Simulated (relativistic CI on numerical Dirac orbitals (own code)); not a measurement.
# Mo⁺: L2,3 absorption edge

Computed with this model: Dirac-Coulomb-Breit CI, separate exchange-only KLI orbitals for each configuration, model QED, multiplet model of core-to-valence dipole absorption, unscaled Slater integrals; configurations [Kr] 4d5 → [He] 2s2 2p5 3s2 3p6 3d10 4s2 4p6 4d6; 80 K; Lorentzian 2.4 eV and Gaussian 0.5 eV FWHM. Energies are those of the free ion, without screening or charge transfer. The branching ratio is the share of the lower-energy edge in the whole absorption, uncertain by about 0.02 where the edges overlap. S is read from ⟨S²⟩ = S(S + 1).

Field parameters in Wybourne normalisation: D3d B²₀ = −7Dσ, B⁴₀ = −14Dq − 21Dτ, B⁴₃ = −14√(10/7) Dq; D4h B²₀ = −7Ds, B⁴₀ = 21(Dq − Dt), B⁴₄ = 21√(5/14) Dq; Oh B⁴₀ = 21Dq, B⁴₄ = √(5/14) B⁴₀; Td as Oh with Dq negative (B⁴₀ = 21Dq, B⁴₄ = √(5/14) B⁴₀). The field is a parameter set, without covalency.

Computed curve for Oh, 10Dq = 18500 cm⁻¹, scaled to 100 at the maximum (points under 2 are left out and the grid is thinned):

(Energy (eV), Intensity): (2512.50, 2.0), (2513.25, 2.4), (2514.00, 2.8), (2514.75, 3.4), (2515.75, 4.5), (2516.50, 5.8), (2517.25, 7.8), (2518.00, 10.9), (2518.75, 16.3), (2519.50, 26.3), (2520.25, 42.9), (2521.00, 59.9), (2522.00, 89.9), (2522.75, 98.8), (2523.50, 77.1), (2524.25, 51.8), (2525.00, 32.2), (2525.75, 20.3), (2526.50, 13.7), (2527.25, 9.7), (2528.25, 6.5), (2529.00, 5.0), (2529.75, 4.0), (2530.50, 3.3), (2531.25, 2.7), (2532.00, 2.2), (2622.75, 2.0), (2623.50, 2.7), (2624.50, 4.5), (2625.25, 7.3), (2626.00, 12.7), (2626.75, 22.3), (2627.50, 29.9), (2628.25, 25.5), (2629.00, 16.5), (2629.75, 10.2), (2630.75, 5.5), (2631.50, 3.8), (2632.25, 2.7), (2633.00, 2.0)

The ground state has S = 0.53, and the centroid lies at 2544.08 eV.
